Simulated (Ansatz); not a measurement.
Species: sum formula BOF2 (charge 0, doublet). It need not be the lowest isomer of its formula. 
Coordinates optimised at B3LYP-D3(BJ)/def2-TZVP (Ansatz, an electronic-structure program):
```xyz
4

B     -0.0222     0.0079    -0.0070
F      0.3742    -1.2014    -0.3568
F      0.7501     0.8025     0.7100
O     -1.2510     0.4439    -0.3930
```
Charge 0, spin multiplicity 2.

Basis-set convergence of Hartree-Fock and CCSD(T) correlation energies (hartree) with Ansatz. Valence correlation only, unless marked. Open shells are spin-unrestricted. No spin-orbit coupling. Non-relativistic.

```json
[
 {"basis": "cc-pVDZ", "functions": "-", "E(HF)": "-298.56609", "E(corr, CCSD(T))": "-0.61342"},
 {"basis": "cc-pVTZ", "functions": "120", "E(HF)": "-298.67442", "E(corr, CCSD(T))": "-0.80727"},
 {"basis": "cc-pVQZ", "functions": "220", "E(HF)": "-298.69833", "E(corr, CCSD(T))": "-0.87559"}
]
```

Extrapolating the two largest sets (X = 3 and 4) as X^-3: E(corr) = (64·(-0.87559) - 27·(-0.80727))/37 = -0.9254 Eh, an estimate of the basis-set limit. The largest set recovers 94.6 % of it, the smallest 66.3 %.
